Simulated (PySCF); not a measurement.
## Mg²⁺ (magnesium, charge +2): UHF calculation

Configuration: [Ne], closed-shell 1S. Calculation: PySCF 2.14, in aug-cc-pVQZ-DK (7s6p4d3f2g, 84 functions); the spin-free X2C one-electron Hamiltonian (Gaussian nucleus).

```json
{
 "Total energy": "-199.135573 hartree",
 "One-electron energy": "-271.5142 hartree",
 "Hartree (Coulomb) energy": "88.0954 hartree",
 "Exchange energy": "-15.7168 hartree",
 "⟨S²⟩": "0.0000",
 "⟨L²⟩": "0.000",
 "Sum of ⟨r⟩": "5.722 bohr",
 "Sum of ⟨r²⟩": "4.712 bohr²",
 "Langevin diamagnetic susceptibility": "-3.73 ×10⁻⁶ cm³/mol"
}
```

```
shell  electrons  mean orbital energy (hartree)  rms radius, mean of both spins (bohr)
   1s          2                      -49.85989                                  0.151
   2s          2                       -4.49763                                  0.754
   2p          6                       -3.00698                                  0.767
```
